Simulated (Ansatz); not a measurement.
This geometry of H$_{8}$N$_{2}$Si$_{2}$ (12 atoms, charge 0, multiplicity 1) is a first-order saddle point.

Theory: RHF/def2-SVP in Ansatz 0.2.0.

```xyz
12
Properties=species:S:1:pos:R:3
N -1.338 0.702 -0.639
N -0.161 0.089 -0.137
Si 0.008 -0.028 1.592
Si 0.969 -0.479 -1.349
H -2.156 0.198 -0.344
H -1.411 1.650 -0.313
H 1.306 -0.676 1.884
H -1.097 -0.824 2.184
H -0.039 1.317 2.219
H 2.293 0.176 -1.193
H 0.425 -0.184 -2.687
H 1.202 -1.941 -1.217
```

Task: Which two structures does it join? (They come from a converged band through this point; their orientation in space is the band's.)

Result: No bond is made or broken. The dihedral Si3–N2–Si4–H11 goes from 120 to -120°. The two ends are copies of one structure, up to a mirror image or an exchange of like atoms.

First end point:

```xyz
12
Properties=species:S:1:pos:R:3
N -1.104 0.958 -0.614
N -0.100 0.096 -0.095
Si -0.118 -0.250 1.611
Si 0.959 -0.430 -1.376
H -2.021 0.576 -0.458
H -1.054 1.866 -0.186
H 1.007 -1.154 1.931
H -1.403 -0.884 2.003
H 0.001 1.003 2.398
H 1.639 0.718 -2.019
H 0.215 -1.173 -2.419
H 1.979 -1.325 -0.777
```

Last end point:

```xyz
12
Properties=species:S:1:pos:R:3
N -1.313 0.608 -0.648
N -0.122 0.060 -0.098
Si 0.023 -0.015 1.634
Si 0.955 -0.436 -1.376
H -2.118 0.076 -0.364
H -1.436 1.563 -0.360
H 1.333 -0.603 1.984
H -1.071 -0.834 2.216
H -0.096 1.343 2.226
H 2.174 -0.997 -0.745
H 1.337 0.709 -2.235
H 0.333 -1.472 -2.233
```

Task: How far does it lie above each of them?

Result: 0.124 eV above the first and 0.124 eV above the second. This is the barrier of this one path; another mechanism may lie lower.

The run took 5.2 min on 1 thread of Intel(R) Xeon(R) 6975P-C (Granite Rapids), on a shared host, peak memory 0.22 GiB.
